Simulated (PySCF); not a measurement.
CH2N, SMILES [CH][NH] (connectivity only; charge and spin as stated), neutral, multiplicity 2. Atoms are numbered in the order given.

```xyz
4

C     -0.1929    -0.6163     0.0000
N      0.1728     0.5550     0.0000
H      0.4727    -1.4868     0.0000
H     -0.5249     1.2997     0.0000
```
Charge 0, spin multiplicity 2.

Geometry: B3LYP-D3(BJ)/def2-TZVPD.

All values below come from PySCF with B3LYP/def2-TZVPD.

Isolated molecule, no solvent.

```json
{
  "total_energy": "-94.01074 hartree",
  "point_group": "Cs",
  "α spin, highest occupied and lowest empty level": "-5.81 and -0.77 eV",
  "β spin, highest occupied and lowest empty level": "-9.72 and -2.26 eV",
  "dipole_moment": "0.43 D",
  "quadrupole, principal values (traceless, Buckingham form, about the centre of nuclear charge)": "-4.18, -1.29, 5.47 D·Å",
  "mean_static_polarisability": "22.7 bohr³ (3.37 Å³)",
  "polarisability_principal_values": "16.7, 21.1, 30.3 bohr³",
  "⟨S²⟩": "0.754 (pure state 0.75)"
}
```
